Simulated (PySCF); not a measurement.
NICS in isomers of C8H12BN.

Definitions: NICS(0) = −σiso at the ring centroid; NICS(1) = −σiso and NICS(1)zz = −σzz at ±1 Å along the ring normal z. Level: GIAO PBE0/pcSseg-1 (PySCF, non-relativistic, gas phase) on the PBE0-D3(BJ)/def2-SVP geometries, one conformer each. Atom numbers follow the mapped SMILES.

Task: Order these rings by mean NICS(1)zz, lowest (most negative) first (ppm).
A. ring N6–C7–C8–C9–C10 in `[BH:1]1[CH2:2][CH2:3][CH2:4][C@@H:5]1[n:6]1[cH:7][cH:8][cH:9][cH:10]1`
B. ring C5–C6–C7–C8–C9–C10 in `[CH3:1][N:2]([CH3:3])[BH:4][c:5]1[cH:6][cH:7][cH:8][cH:9][cH:10]1`
C. ring N2–C3–C4–C5–C6–C7 in `[BH3-:1][n+:2]1[cH:3][cH:4][cH:5][cH:6][c:7]1[CH:8]1[CH2:9][CH2:10]1`

Result: A (-30.4), B (-28.5), C (-24.2).

```csv
SMILES,ring,NICS(0),NICS(1),NICS(1)zz,HOMA,rms pucker (Å),ring atoms with four or more neighbours
B1CCC[C@@H]1n1cccc1,5-membered ring with N; formal bonds all aromatic,-15.1,-11.5,-30.4,0.89,0.00,0
CN(C)Bc1ccccc1,6-membered carbocycle; formal bonds all aromatic,-8.0,-11.1,-28.5,0.97,0.01,0
[BH3-][n+]1ccccc1C1CC1,6-membered ring with N; formal bonds all aromatic,-7.0,-10.1,-24.2,0.98,0.00,0
```

NICS(0) gives the same order. The isotropic NICS(1) gives the same order. HOMA uses Krygowski's 1993 parameters. NICS(1) and NICS(1)zz are means over the two faces.
